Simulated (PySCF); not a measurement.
ClGeH₂N, neutral, multiplicity 1. Atoms are numbered in the order given.

```xyz
5

Ge     0.4920     0.4879     0.0000
Cl    -0.2554    -1.6186     0.0000
N     -1.1563     1.2682     0.0000
H     -2.0272     0.7565     0.0000
H     -1.2821     2.2698     0.0000
```

Geometry optimised at B3LYP-D3(BJ)/def2-TZVP. One conformer was computed; it need not be the lowest.

Method: HF/pcSseg-2 run with PySCF.

GIAO shieldings, no solvent; atoms listed in one row are averaged. δ = σ(ref) − σ: ⁷³Ge against GeH4 (σ = 1766.1 ppm); ³⁵Cl against HCl (σ = 947.2 ppm); ¹⁵N against NH3 (σ = 262.2 ppm); ¹H against TMS (σ = 31.98 ppm), references at their B3LYP-D3(BJ)/def2-TZVP geometries, non-relativistic (without spin–orbit terms, shifts of atoms bonded to Cl or Br come out too high).

Computed chemical shifts:
```
nucleus  atoms  count  δ (ppm)
-------  -----  -----  -------
⁷³Ge       Ge1      1    588.2
³⁵Cl       Cl2      1    189.9
¹⁵N         N3      1    141.0
¹H          H5      1     5.09
¹H          H4      1     4.87
```
